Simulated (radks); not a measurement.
Neutral vanadium inside a hard spherical wall (all orbitals vanish at R), configuration held at [Ar] 3d3 4s2 and not refilled when levels cross. All-electron calculation, scalar-relativistic Kohn-Sham, LDA (Slater exchange, Perdew-Wang correlation), spin-polarised, spherical densities, point nucleus; open shells are filled with parallel spins first. Program: a radial shooting solver on a logarithmic mesh with Libxc functionals. Eigenvalues in eV for spin up, with the zero of energy where the potential of the charges vanishes at infinity; a dash marks a level that is unbound or too diffuse for the functional's potential to be trusted. A positive occupied level is held by the wall or, in an anion where self-interaction has pushed it up, behind a barrier. The pressure on the wall is -dE/dV.

R (bohr)  E (hartree)  kinetic (hartree)    e(3s)    e(3p)   e(3d)   e(4s)  e(4p, empty)  e(5s, empty)  pressure (GPa)
free       -947.12397            955.393  -70.721  -44.838  -6.176  -5.128        -1.659        -0.069               0
20         -947.12397            955.393  -70.721  -44.838  -6.176  -5.128        -1.659         0.030        < 0.0001
15         -947.12396            955.393  -70.720  -44.838  -6.176  -5.128        -1.656         0.272        < 0.0001
7          -947.10675            955.504  -70.026  -44.146  -5.520  -4.515        -0.520         7.086           0.888
6          -947.07322            955.669  -69.221  -43.348  -4.769  -3.688         0.756        12.264            3.58
5          -946.97133            956.091  -67.552  -41.704  -3.213  -1.661         3.634        22.604            16.1
3.5        -946.20217            958.702  -60.811  -35.133   3.438  10.196        18.682        68.416             232
3          -945.28146            961.639  -55.717  -30.135   8.964  22.503        33.148        107.53             703
2.5        -943.07122            968.588  -46.673  -20.987  19.518  48.994        62.541        180.93            2590
2          -936.81495            987.358  -27.538   -0.784  42.704  113.49        129.80        336.10           12400
